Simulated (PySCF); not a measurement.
**Working out the excitation energy of Mg**

Mg [Ne] 3s2 (1S) → Mg [Ne] 3s1 3p1 (3P). Calculation: PySCF 2.14, in x2c-TZVPPall (5s4p3d, 32 functions); scalar relativity by spin-free X2C-1e. Frozen: [Ne]. Energies in hartree (1 hartree = 27.21139 eV):

```tsv
part	Mg (lower)	Mg (upper)
UHF	-199.912927	-199.845638
CCSD correlation	-0.032658	-0.003920
(T)	0.000000	0.000000
```

What does Hartree-Fock give?

(-199.845638) − (-199.912927) = 0.067289 hartree = 1.831 eV.

What do CCSD and CCSD(T) give?

The CCSD correlation energies differ by 0.028738 hartree = 0.782 eV and the triples by 0.000000 hartree = 0.000 eV, so CCSD gives 2.613 eV and CCSD(T) 2.613 eV.

Measured between the centres of the two terms (NIST): 2.714 eV, so CCSD(T) (valence) is off by -0.101 eV.

What remains against the reference includes basis incompleteness, the frozen core and higher excitations.
